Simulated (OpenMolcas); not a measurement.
## Ho3+ in a point-charge field

Ho3+ among 8 point charges of -0.5 e arranged as a hexagonal bipyramid (D6h), 2.65 Å from the ion, with the axial distance 3.074 Å.
```
   2.6500    0.0000    0.0000  -0.50
   1.3250    2.2950    0.0000  -0.50
  -1.3250    2.2950    0.0000  -0.50
  -2.6500    0.0000    0.0000  -0.50
  -1.3250   -2.2950    0.0000  -0.50
   1.3250   -2.2950    0.0000  -0.50
   0.0000    0.0000    3.0740  -0.50
   0.0000    0.0000   -3.0740  -0.50
```

```yaml
Program: OpenMolcas 26.06
Method: CASSCF
Basis: ANO-RCC-VDZP [7s6p4d2f1g]
Scalar_Hamiltonian: DKH2, point nucleus
Active_space: 10 electrons in 7 orbitals (4f)
State_averaging: 2S+1 = 5 even, 35 roots (30 in the spin-orbit step); 2S+1 = 3 even, 105 roots kept (CI in the orbitals of an earlier block); 2S+1 = 1 even, 31 roots kept (CI in the orbitals of an earlier block)
Spin-orbit_coupling: state interaction with AMFI integrals over the reference wave functions
```

The lowest spin-free states, above the lowest:

| State | Degeneracy | E (cm-1) | Free-ion L (%) |
| --- | --- | --- | --- |
| 2S+1 = 5 | 1 | 0.0 | I (100) |
| 2S+1 = 5 | 2 | 10.5 | I (100) |
| 2S+1 = 5 | 2 | 39.0 | I (100) |
| 2S+1 = 5 | 1 | 70.2 | I (100) |
| 2S+1 = 5 | 1 | 92.0 | I (100) |
| 2S+1 = 5 | 2 | 125.8 | I (100) |
| 2S+1 = 5 | 2 | 164.7 | I (100) |
| 2S+1 = 5 | 2 | 201.8 | I (100) |
| 2S+1 = 5 | 1 | 17680 | F (100) |
| 2S+1 = 5 | 1 | 17692 | F (100) |
| 2S+1 = 5 | 1 | 17865 | S (100) |
| 2S+1 = 5 | 2 | 17880 | F (100) |
| 2S+1 = 5 | 2 | 17963 | F (100) |
| 2S+1 = 5 | 1 | 17990 | F (100) |
| 2S+1 = 3 | 2 | 21238 | K (100) |
| 2S+1 = 3 | 2 | 21251 | K (100) |
| 2S+1 = 3 | 2 | 21261 | K (100) |
| 2S+1 = 3 | 2 | 21268 | K (100) |
| 2S+1 = 3 | 1 | 21271 | K (100) |
| 2S+1 = 3 | 1 | 21274 | K (100) |

The lowest levels with spin-orbit coupling:

```
E (cm-1)  Degeneracy  2S+1     J  |mJ| (%)                g
     0.0           1     5  8.00   0 (100)                 
     4.8           2     5  8.00   1 (100)   0.00 0.00 2.45
    18.4           2     5  8.00    2 (98)   0.00 0.00 4.76
    34.3           1     5  8.00   3 (100)                 
    47.1           1     5  8.00   3 (100)                 
    68.1           2     5  8.00    4 (98)   0.00 0.00 9.74
    96.4           2     5  8.00   5 (100)  0.00 0.00 12.40
   124.5           1     5  8.00   6 (100)                 
   124.8           1     5  8.00   6 (100)                 
   151.0           2     5  8.00   7 (100)  0.00 0.00 17.40
   176.1           2     5  8.00   8 (100)  0.00 0.00 19.89
    5201           1     5  7.00   0 (100)                 
    5206           2     5  7.00   1 (100)   0.00 0.00 2.36
    5219           2     5  7.00   2 (100)   0.00 0.00 4.72
    5240           1     5  7.00   3 (100)                 
    5241           1     5  7.00   3 (100)                 
    5268           2     5  7.00   4 (100)   0.00 0.00 9.42
    5298           2     5  7.00   5 (100)  0.00 0.00 11.76
    5330           1     5  7.00   6 (100)                 
    5330           1     5  7.00   6 (100)
```

Powder χT (cm3 K/mol): 7.45 at 2 K, 12.5 at 10 K, 13.7 at 50 K, 13.9 at 100 K, 13.9 at 200 K, 13.9 at 300 K. The effective moment at 300 K is 2.828 √(χT) = 10.55 μB.

Hund's rules give f10 the level 5I8 with g = 1.250, so an isolated free-ion multiplet has χT = g² J(J+1) / 8 = 14.062 cm3 K/mol. The computed 13.922 at 300 K differs by -1 %, through the field's splitting, the mixing of terms and any other multiplet in reach.

Stevens parameters of the J = 8 multiplet, which is 176 cm-1 wide (cm-1, z along the main axis): B20 = 9.250e-01, B40 = -7.535e-04, B60 = 1.064e-06, B66 = -3.859e-05.

High states are left out of the spin-orbit mixing, which shifts the levels that they would mix with. Point charges carry no covalency, so the field is a model and not that of real ligands. An unlabelled pair can be two single states that coincide in this model. A group larger than the point group allows holds several states that coincide in this model. The first state left out of the spin-orbit step lies near 45000 cm-1 above the lowest spin-free state of the reference (among the parities and spins computed), and the lists stop at four fifths of that energy or lower. No measured value stands beside these numbers.

A state without a sure symmetry label is named by its multiplicity alone. With an even number of electrons the g values are those of a degenerate or nearly degenerate non-Kramers pair.
